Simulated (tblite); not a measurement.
C5H14NSi (doublet state).
Structure used (GFN2-xTB), in Å, numbered top down from 1:
```
atom  x, y, z in Å
C1     3.3613    0.4188   -0.3179
Si2    1.8145    0.5318    0.6808
N3     0.5696    0.1016   -0.4235
C4    -0.8292   -0.1405   -0.1353
C5    -1.0327   -1.5754    0.3737
C6    -1.6256    0.0608   -1.4310
C7    -1.3200    0.8487    0.9187
H8     3.3861    0.1958   -1.3694
H9     4.3218    0.6121    0.1224
H10    1.5702    1.9030    1.1617
H11    1.9292   -0.3357    1.8751
H12    0.8599   -0.4319   -1.2297
H13   -0.7141   -2.2931   -0.3797
H14   -2.0792   -1.7572    0.6053
H15   -0.4414   -1.7352    1.2719
H16   -2.6881   -0.0840   -1.2534
H17   -1.3032   -0.6478   -2.1920
H18   -1.4668    1.0677   -1.8090
H19   -0.8093    0.6818    1.8629
H20   -1.1225    1.8660    0.5930
H21   -2.3896    0.7296    1.0747
```

Computed values, GFN2-xTB/tblite, gas phase, harmonic and unscaled. Against measured fundamentals such values can be off by several per cent, at times by over 20. Modes of hydrogen on silicon can be 10 to 20 % off. One conformer, not necessarily the lowest. Open shells enter through the occupations alone, without spin polarisation, and single modes of such species can be off by tens of per cent.

Harmonic wavenumbers (cm⁻¹): 53.8, 77.5, 131.5, 141.4, 182.9, 218.9, 235.7, 268.0, 308.5, 323.4, 385.5, 403.4, 466.6, 480.4, 491.5, 536.5, 585.3, 669.5, 760.0, 764.8, 834.7, 842.1, 875.7, 942.2, 953.4, 958.0, 1028.4, 1030.7, 1059.2, 1197.1, 1227.4, 1263.7, 1363.8, 1395.5, 1398.1, 1403.0, 1419.8, 1481.8, 1492.8, 1493.7, 1497.7, 1500.3, 1512.2, 2070.6, 2151.4, 3018.0, 3025.1, 3030.6, 3032.4, 3039.3, 3040.5, 3041.3, 3046.6, 3048.6, 3104.1, 3149.7, 3439.7.

A = 3749, B = 1192, C = 1141 MHz; mass 116.090 u (most abundant isotopes); point group C1, symmetry number 1; spin multiplicity 2.

Problem. Zero-point energy?

Solution. Half the sum of the wavenumbers: 38447 cm⁻¹ = 109.93 kcal/mol.

Problem. Give the ideal-gas entropy at 298.15 K and 1 bar in the rigid-rotor, harmonic-oscillator model (classical rotation).

Solution. Translation 40.19, rotation 28.54, vibration 32.05, spin (R ln 2) 1.38: S = 102.2 cal/(mol K).

Problem. And Cp and H(298.15 K) − H(0)?

Solution. Cp = 43.20 cal/(mol K), of which vibrations give 35.25 (their classical limit is 57 R = 113.3); H(298.15 K) − H(0) = 7.63 kcal/mol without the zero-point energy, 5.26 from vibrations.

Problem. What must be added to the electronic energy to get the Gibbs energy at 298.15 K and 1 bar?

Solution. ZPE + [H(298.15 K) − H(0)] − T·S = 109.93 + 7.63 − 30.46 = 87.10 kcal/mol.

Problem. Blend soft modes into free rotors: weight 1/[1 + (100 cm⁻¹/ν̃)⁴] for the oscillator and the rest for a rotor with moment μB/(μ + B), μ = h/(8π²ν), B = 10⁻⁴⁴ kg m². What vibrational entropy results?

Solution. 30.21 cal/(mol K) in place of 32.05, which changes −T·S at 298.15 K by +0.55 kcal/mol.

Problem. How do the functions run with temperature in this model?

Solution. 
```json
{"T (K)": "100", "S (cal/(mol K))": "69.5", "Cp (cal/(mol K))": "19.8", "H − H(0) (kcal/mol)": "1.30", "G − H(0) (kcal/mol)": "-5.65", "ln q(vib)": "1.53"}
{"T (K)": "200", "S (cal/(mol K))": "87.2", "Cp (cal/(mol K))": "32.2", "H − H(0) (kcal/mol)": "3.92", "G − H(0) (kcal/mol)": "-13.52", "ln q(vib)": "4.33"}
{"T (K)": "300", "S (cal/(mol K))": "102.4", "Cp (cal/(mol K))": "43.4", "H − H(0) (kcal/mol)": "7.71", "G − H(0) (kcal/mol)": "-23.01", "ln q(vib)": "7.30"}
{"T (K)": "500", "S (cal/(mol K))": "129.2", "Cp (cal/(mol K))": "62.2", "H − H(0) (kcal/mol)": "18.37", "G − H(0) (kcal/mol)": "-46.24", "ln q(vib)": "13.20"}
{"T (K)": "800", "S (cal/(mol K))": "162.9", "Cp (cal/(mol K))": "81.0", "H − H(0) (kcal/mol)": "40.08", "G − H(0) (kcal/mol)": "-90.24", "ln q(vib)": "21.54"}
{"T (K)": "1000", "S (cal/(mol K))": "181.9", "Cp (cal/(mol K))": "89.5", "H − H(0) (kcal/mol)": "57.16", "G − H(0) (kcal/mol)": "-124.76", "ln q(vib)": "26.66"}
```

q(vib) and H(0) count from the zero-point level.

Hindered rotation and anharmonicity are outside this model. Other conformers, if any are populated, would add a mixing term that is left out. The structure is chiral; the term R ln 2 for an equal mix with its mirror image is left out.
